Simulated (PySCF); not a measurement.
Correlation energy of C²⁺ (carbon, charge +2)

[He] 2s2, closed-shell 1S. Calculation: PySCF 2.14, in dyall-acv3z; the non-relativistic Hamiltonian (point nucleus). Frozen: 1s2; 2 electrons correlated; the 19 highest virtual orbitals of each spin left out.

With two correlated electrons CCSD is exact within the correlated space (frozen core and kept virtual orbitals).

```
level  correlation energy (mhartree)
 CCSD                         -74.70
```

Diagnostics: T1 = 0.0092, D1 = 0.0130, largest double amplitude 0.155.

A double-excitation amplitude exceeds 0.15, a sign of near-degeneracy.

Cost of the coupled-cluster step: of the order of 0.9 core-seconds, for 2 correlated electrons.

Iterations:

```
CC2 = 0
CCSD nocc = 1, nmo = 56
frozen orbitals [0, 57, 58, 59, 60, 61, 62, 63, 64, 65, 66, 67, 68, 69, 70, 71, 72, 73, 74, 75]
max_cycle = 100
direct = 0
conv_tol = 1e-08
conv_tol_normt = 1e-06
diis_space = 8
diis_start_cycle = 0
Init t2, MP2 energy = -36.4535983371616  E_corr(MP2) -0.0451860536869352
Init E_corr(CCSD) = -0.0451860536886311
cycle = 1  E_corr(CCSD) = -0.0596649113319846  dE = -0.0144788576  norm(t1,t2) = 0.0641487
cycle = 2  E_corr(CCSD) = -0.0668567761124441  dE = -0.00719186478  norm(t1,t2) = 0.0340358
cycle = 3  E_corr(CCSD) = -0.0748296024483571  dE = -0.00797282634  norm(t1,t2) = 0.0180727
cycle = 4  E_corr(CCSD) = -0.0746623091963612  dE = 0.000167293252  norm(t1,t2) = 0.000292594
cycle = 5  E_corr(CCSD) = -0.0747254810338607  dE = -6.31718375e-05  norm(t1,t2) = 0.000101798
cycle = 6  E_corr(CCSD) = -0.0747060407728712  dE = 1.9440261e-05  norm(t1,t2) = 4.99746e-05
cycle = 7  E_corr(CCSD) = -0.0747030131277037  dE = 3.02764517e-06  norm(t1,t2) = 6.68659e-06
cycle = 8  E_corr(CCSD) = -0.0747031105695292  dE = -9.74418254e-08  norm(t1,t2) = 1.91835e-07
cycle = 9  E_corr(CCSD) = -0.0747031020031485  dE = 8.56638063e-09  norm(t1,t2) = 3.77814e-08
CCSD converged
E(CCSD) = -36.48311538547783  E_corr = -0.07470310200314854
```
